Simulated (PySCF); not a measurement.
**Electronic structure of Mn²⁺ (manganese, charge +2) at the UHF level**

Configuration: [Ar] 3d5, high-spin 6S determinant. Computed with PySCF 2.14 in cc-pVTZ (7s6p4d2f1g, 68 functions), with the non-relativistic Hamiltonian (point nucleus).

| Quantity | Value |
| --- | --- |
| Total energy | -1149.109231 hartree |
| One-electron energy | -1569.5095 hartree |
| Hartree (Coulomb) energy | 471.1356 hartree |
| Exchange energy | -50.7353 hartree |
| Kinetic energy | 1149.12697 hartree |
| ⟨S²⟩ | 8.7507 |
| ⟨L²⟩ | 0.000 |
| Sum of ⟨r⟩ | 14.87 bohr |
| Sum of ⟨r²⟩ | 15.87 bohr² |
| Density at the nucleus (Gaussians lack the cusp) | 10500 bohr⁻³ |
| Spin density at the nucleus | -0.187 bohr⁻³ |
| Langevin diamagnetic susceptibility | -12.6 ×10⁻⁶ cm³/mol |
| Time after the integrals | 0.41 s of wall time on 1 thread of Neoverse-V1 (shared host) |

```
shell  electrons  mean orbital energy (eV)  rms radius, mean of both spins (bohr)
 1s α          1                   -6563.0                                 0.0713
 1s β          1                   -6563.0                                 0.0713
 2s α          1                   -811.38                                  0.305
 2s β          1                   -807.67                                  0.305
 2p α          3                   -694.54                                  0.274
 2p β          3                   -690.87                                  0.274
 3s α          1                   -126.86                                  0.925
 3s β          1                   -115.57                                  0.925
 3p α          3                   -91.893                                  0.989
 3p β          3                   -78.163                                  0.989
 3d α          5                   -35.057                                   1.24
```
